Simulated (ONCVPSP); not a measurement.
# Which setting gave this result? (cerium, ONCV)

Base potential:

```
Element                 : Ce (Z = 58)
Generator               : ONCVPSP 4.0.1
Type                    : optimised norm-conserving Vanderbilt (ONCV)
Functional              : PBE
Relativity              : scalar-relativistic
Frozen core             : [Kr] 4d10
Valence charge          : 12
Reference configuration : 4f1 5s2 5p6 5d1 6s2
Partial waves           : 5s+6s: rc 2.85 bohr, ncon 3, nbas 6, qcut 5 1/bohr, 2 projectors; 5p: rc 2.00 bohr, ncon 4, nbas 7, qcut 4.6 1/bohr, 2 projectors, debl 1.5 Ha; 5d: rc 2.50 bohr, ncon 5, nbas 10, qcut 3.9 1/bohr, 3 projectors, debl 0.9 Ha; 4f: rc 1.55 bohr, ncon 4, nbas 9, qcut 9.6 1/bohr, 2 projectors, debl 2.4 Ha
Local potential         : polynomial inside 1.10 bohr (lpopt 5, dvloc0 0 Ha)
Core correction         : Teter function, fcfact 4, rcfact 1.75
```

Cutoffs, loose and tight: the cutoffs (Ha) at which the residual kinetic energy of the hardest occupied pseudo-wave falls to 1 and 0.1 mHa per electron. They do not see the model core or the augmentation charge, which bear on the density cutoff. Test errors are all-electron minus pseudo excitation energies from the reference, over the configurations 4f1 5s2 5p6 5d1 6s1; 4f1 5s2 5p6 5d1 6s0; 4f1 5s2 5p6 5d0 6s0; 4f1 5s2 5p5 5d1 6s2; variants that change the core or the reference have their own tests.

Only the fcfact is moved:

```json
{"fcfact": "1.6", "cutoff, loose": "44 Ha", "cutoff, tight": "105 Ha", "bound ghosts": "s", "largest test error (meV)": "-40", "median size of the test errors": "26.4 meV"}
{"fcfact": "2.1", "cutoff, loose": "44 Ha", "cutoff, tight": "105 Ha", "bound ghosts": "s", "largest test error (meV)": "-51", "median size of the test errors": "29.9 meV"}
{"fcfact": "2.9", "cutoff, loose": "44 Ha", "cutoff, tight": "105 Ha", "bound ghosts": "s", "largest test error (meV)": "-69", "median size of the test errors": "35.0 meV"}
{"fcfact": "4.5", "cutoff, loose": "44 Ha", "cutoff, tight": "105 Ha", "bound ghosts": "s", "largest test error (meV)": "-101", "median size of the test errors": "43.5 meV"}
{"fcfact": "5.2", "cutoff, loose": "44 Ha", "cutoff, tight": "105 Ha", "bound ghosts": "s", "largest test error (meV)": "-115", "median size of the test errors": "46.9 meV"}
{"fcfact": "6.2", "cutoff, loose": "44 Ha", "cutoff, tight": "105 Ha", "bound ghosts": "s", "largest test error (meV)": "-133", "median size of the test errors": "51.2 meV"}
{"fcfact": "6.7", "cutoff, loose": "44 Ha", "cutoff, tight": "105 Ha", "bound ghosts": "s", "largest test error (meV)": "-141", "median size of the test errors": "53.2 meV"}
{"fcfact": "7.5", "cutoff, loose": "44 Ha", "cutoff, tight": "105 Ha", "bound ghosts": "s", "largest test error (meV)": "-154", "median size of the test errors": "56.2 meV"}
```

Problem. One more run gave cutoff, loose: 44 Ha; cutoff, tight: 105 Ha; bound ghosts: s; largest test error (meV): -88; median size of the test errors: 40.0 meV. Which value of the fcfact was used?

Solution. 3.8. The median size of the test errors moves one way along this sweep, from 26.4 meV at 1.6 to 56.2 meV at 7.5, which places the run between 2.9 and 4.5.
